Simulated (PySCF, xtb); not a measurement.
B(Me)2(OSiH3) (C2H9BOSi), SMILES CB(O[SiH3])C. One conformer was computed; it need not be the lowest.

Harmonic wavenumbers (cm⁻¹) from GFN2-xTB (xtb) at its own minimum, in rising order: 44, 59, 70, 77, 108, 258, 369, 386, 580, 612, 629, 743, 757, 797, 810, 834, 843, 904, 1010, 1117, 1378, 1382, 1390, 1490, 1491, 1495, 1498, 2211, 2261, 2275, 3010, 3016, 3035, 3037, 3044, 3045.

### Question
What does PySCF with r2SCAN-D4/def2-SVP give at its own minimum? (The exact figures need the calculation; the answer reports its results.)

### Answer
43, 89, 103, 119, 125, 292, 378, 403, 624, 680, 723, 736, 798, 818, 937, 948, 953, 968, 978, 1146, 1279, 1328, 1351, 1421, 1428, 1442, 1451, 2224, 2227, 2258, 3015, 3021, 3098, 3104, 3133, 3150. Paired by order, the mean absolute difference is 49 cm⁻¹ and the zero-point energies are 65.9 and 66.9 kcal/mol.
